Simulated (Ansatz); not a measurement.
CH₄F₂SSn, SMILES `C[S][SnH]([F])[F]`. Charge 0, multiplicity 1. Sn: def2 effective core potential. The structure was optimised at the PBE0-D4/def2-TZVP level. It is one conformer, not always the lowest.

```xyz
9

C    -0.302    0.584    1.466
S    -1.483    0.211    0.128
Sn    0.052   -0.560   -1.476
F     1.390    0.788   -1.696
F     1.095   -1.941   -0.663
H     0.225   -0.314    1.784
H     0.405    1.353    1.161
H    -0.905    0.958    2.293
H    -0.477   -1.079   -2.998
```

(1) What is the dipole moment at r2SCAN/def2-TZVPP? (Estimate.)

(2) And with PBE, B3LYP, ωB97M-V? (Best estimate.)

(3) Give the Mulliken charges with r2SCAN, B3LYP, PBE in def2-TZVPP. (Estimate.)

Results:

(1) Computed: 2.11 D, with components (-2.05, 0.35, 0.35) D in this frame, pointing from negative to positive charge.

(2) Ansatz gave: PBE 2.08 D, B3LYP 2.25 D, ωB97M-V 2.22 D.

(3) The calculation gave: 
```json
{"atom": "C1", "r2SCAN": "-0.15", "B3LYP": "-0.28", "PBE": "-0.27"}
{"atom": "S2", "r2SCAN": "-0.31", "B3LYP": "-0.30", "PBE": "-0.29"}
{"atom": "Sn3", "r2SCAN": "1.19", "B3LYP": "1.21", "PBE": "1.11"}
{"atom": "F4", "r2SCAN": "-0.48", "B3LYP": "-0.48", "PBE": "-0.44"}
{"atom": "F5", "r2SCAN": "-0.48", "B3LYP": "-0.48", "PBE": "-0.44"}
{"atom": "H6", "r2SCAN": "0.11", "B3LYP": "0.15", "PBE": "0.15"}
{"atom": "H7", "r2SCAN": "0.11", "B3LYP": "0.15", "PBE": "0.15"}
{"atom": "H8", "r2SCAN": "0.09", "B3LYP": "0.12", "PBE": "0.12"}
{"atom": "H9", "r2SCAN": "-0.08", "B3LYP": "-0.09", "PBE": "-0.09"}
```

B3LYP here is the variant with VWN-RPA as its local correlation; programs differ in this.
